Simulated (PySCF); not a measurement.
**Working with the constants of CdGe⁺**

ROHF-CCSD(T) constants of CdGe⁺, ²Π (doublet), unpaired electrons π ↑ (Cd cc-pVDZ-PP with ECP28, Ge cc-pVDZ-PP with ECP10; scalar-relativistic core potentials (PySCF 2.14); masses 113.9034 and 73.9212 u):

* ωe: 141.5 cm⁻¹
* ωexe: 0.404 cm⁻¹
* Be: 0.048396 cm⁻¹
* αe: 0.000210 cm⁻¹
* De to Cd + Ge⁺: 1.32 eV

Question: What force constant and bond length do these constants imply?

Answer: Reduced mass μred = 44.828 u; k = 5.8918×10⁻⁷·μred·ωe² (u, cm⁻¹, mdyn/Å) = 0.529 mdyn/Å; Re = √(16.8576/(μred·Be)) (u, cm⁻¹, Å) = 2.788 Å.

Question: Estimate the centrifugal constant D from the Kratzer relation and find the Dunham coefficient a1.

Answer: D = 4Be³/ωe² = 2.26e-08 cm⁻¹; a1 = −1 − αeωe/(6Be²) = -3.11.

Correlated steps freeze 4 core orbitals. Correlated levels converge slowly with the basis: in double zeta they bind strong bonds too weakly, by up to about 1 eV, and carry superposition errors of some tenths. Spin–orbit coupling is left out. For an ion De counts to the pair picked by the measured ionisation energies or electron affinities, which need not be the lowest pair at this level. The state was picked by a PBE0 search and need not be the measured ground state.
